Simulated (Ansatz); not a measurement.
Te3Pb3⁻. The state is a doublet with charge -1. Geometry PBE-D4/def2-SVP; atoms count from 1.

```xyz
6

Pb   -0.127   -2.022    1.155
Pb    2.259   -0.346   -0.457
Pb   -1.330    1.290   -0.628
Te   -1.972    0.031    2.038
Te    1.441    2.428   -0.270
Te   -0.272   -1.382   -1.838
```

In the def2 sets Pb, Te take a core potential; there is no spin–orbit coupling. The structure comes from a short search, and lower isomers may exist.

**Question.** Estimate the Mulliken populations from the PBE0/def2-TZVPD orbitals of Ansatz.

**Answer.** 
| atom | charge (e) | spin (α − β) |
| --- | --- | --- |
| Pb1 | 0.18 | 0.45 |
| Pb2 | 0.18 | 0.45 |
| Pb3 | 0.38 | 0.02 |
| Te4 | -0.57 | 0.04 |
| Te5 | -0.57 | 0.04 |
| Te6 | -0.60 | -0.01 |
Mulliken values and Mayer orders depend strongly on the basis. With diffuse functions, as here, like atoms can get unlike values, and bond orders can come out too low or too high.

**Question.** Where does the spin sit?

**Answer.** Summed by element: Pb 0.92, Te 0.08, of 1 unpaired in all. Largest on single atoms: Pb2 0.45, Pb1 0.45, Te4 0.04.

**Question.** And the Mayer bond orders between bonded heavy atoms (over 0.3)?

**Answer.** Pb1–Pb2 0.42 (3.33 Å); Pb1–Te4 1.02 (2.90 Å); Pb1–Te6 0.66 (3.06 Å); Pb2–Te5 1.02 (2.90 Å); Pb2–Te6 0.66 (3.06 Å); Pb3–Te4 0.75 (3.02 Å); Pb3–Te5 0.75 (3.02 Å); Pb3–Te6 0.57 (3.12 Å).
